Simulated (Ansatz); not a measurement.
Consider the formal exchange of groups at a B–Si bond: `F[SiH2]B[SiH3]` + `BC[SiH3]` → `BC([SiH3])B[SiH3]` + `F[SiH3]`.

Gas-phase electronic energies from Ansatz, PBE0-D4/def2-TZVP geometries. CCSD(T)/CBS adds triple-zeta CCSD(T) − MP2 to the extrapolated MP2 energy (def2 sets, frozen cores). This one scheme is used for every species. DFT in def2-TZVPP. B3LYP here is the variant with VWN-RPA as its local correlation; programs differ in this. One conformer a species, not always the lowest.

```json
{"level": "r2SCAN-D4", "ΔE (kJ/mol)": "-51.0"}
{"level": "B3LYP-D4", "ΔE (kJ/mol)": "-46.0"}
{"level": "ωB97X-V", "ΔE (kJ/mol)": "-47.4"}
{"level": "ωB97M-V", "ΔE (kJ/mol)": "-55.8"}
{"level": "HF/def2-TZVPP", "ΔE (kJ/mol)": "-23.9"}
{"level": "SCS-MP2/def2-TZVPP", "ΔE (kJ/mol)": "-56.1"}
{"level": "CCSD/def2-TZVPP", "ΔE (kJ/mol)": "-47.2"}
{"level": "MP2/CBS(def2)", "ΔE (kJ/mol)": "-65.6"}
```

Question: What does CCSD(T)/CBS give? (Best estimate.)

Answer: Computed: -54.0 kJ/mol. The listed levels differ from it by 3.0, 8.0, 6.6, -1.8, 30.1, -2.1, 6.8, -11.6 kJ/mol.

Largest T1 diagnostic among the species: 0.013.

The D4 term adds −12.4 kJ/mol with B3LYP and −6.7 kJ/mol with PBE0; it sums over pairs of atoms, weighted by their polarisabilities, and B3LYP, whose exchange is more repulsive, gets the larger term. In def2-TZVPP, CCSD(T) changes the Hartree–Fock value by −29.4 kJ/mol (the triples alone add −6.1 kJ/mol) and MP2 by −41.0 kJ/mol.
